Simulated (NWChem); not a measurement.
# C$_{2}$H$_{4}$ClNSi; SMILES N#CC[SiH2]Cl

```xyz
9

N     -1.0708    -2.6226    -0.3090
C     -0.2290    -1.9398     0.0985
C      0.8187    -1.0621     0.5788
Si     0.8758     0.6159    -0.3064
Cl    -0.8443     1.6665     0.1224
H      0.6913    -0.8846     1.6597
H      1.8003    -1.5489     0.4427
H      2.0485     1.3644     0.2220
H      0.9779     0.4156    -1.7751
```
Atoms are numbered in this order, from 1.

All runs: NWChem. Pople sets run with spherical d functions. All runs use the structure optimised with PBE0/def2-SVP. Vzz is the largest principal value of the second derivative of the potential at the nucleus (NWChem prints the opposite sign); η is the asymmetry. Non-relativistic.

```
level               Vzz N1 (a.u.)  η N1  Vzz Cl5 (a.u.)  η Cl5
------------------  -------------  ----  --------------  -----
PBE/6-31G*                 -0.667  0.09           2.173   0.05
PBE/def2-SVP               -0.735  0.09           2.113   0.04
CAM-B3LYP/6-31G*           -0.751  0.08           2.141   0.04
CAM-B3LYP/def2-SVP     (withheld)  0.08           2.122   0.03
```

Task: Fill in the missing entries.

Result: 
- CAM-B3LYP/def2-SVP, Vzz N1 (a.u.): -0.822
